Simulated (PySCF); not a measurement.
Problem. What does the PBE0-D3(BJ)/def2-SVP structure of `CO[SiH2][SiH2]Br` look like in three dimensions?

Solution. 
```
atom  x, y, z in Å
C1    -2.1418    0.6561   -0.7498
O2    -1.0056   -0.1234   -0.4935
Si3    0.3883    0.4592    0.2093
Si4    1.8365   -1.3498    0.4984
Br5    3.6341   -0.4284    1.4715
H6    -2.5576    1.0957    0.1757
H7    -1.9272    1.4803   -1.4548
H8    -2.9153    0.0159   -1.1998
H9     0.1037    1.0774    1.5446
H10    1.0444    1.4962   -0.6502
H11    1.2982   -2.3989    1.4122
H12    2.2727   -1.9855   -0.7784
```

Orientation and origin are arbitrary. Atoms count from 1 in this order. Si3 (oxygen-bound silicon) is tetrahedral (angles from 107.5° to 111.5°). Si4 (SiH2 silicon) is distorted tetrahedral (angles from 103.4° to 113.9°).

Bonds between heavy atoms (Å): C1–O2 1.402, O2–Si3 1.666, Si3–Si4 2.335, Si4–Br5 2.242.

The calculation used PySCF, PBE0-D3(BJ)/def2-SVP geometry optimisation, gas phase.

Point group: near Cs, missed by 0.11 Å at most; the miss may be what the optimiser left on a soft mode. PBE0-D3(BJ)/def2-SVP frequencies: not computed here. One conformer, not necessarily the lowest (C1–O2–Si3–Si4 176°, O2–Si3–Si4–Br5 -179°).
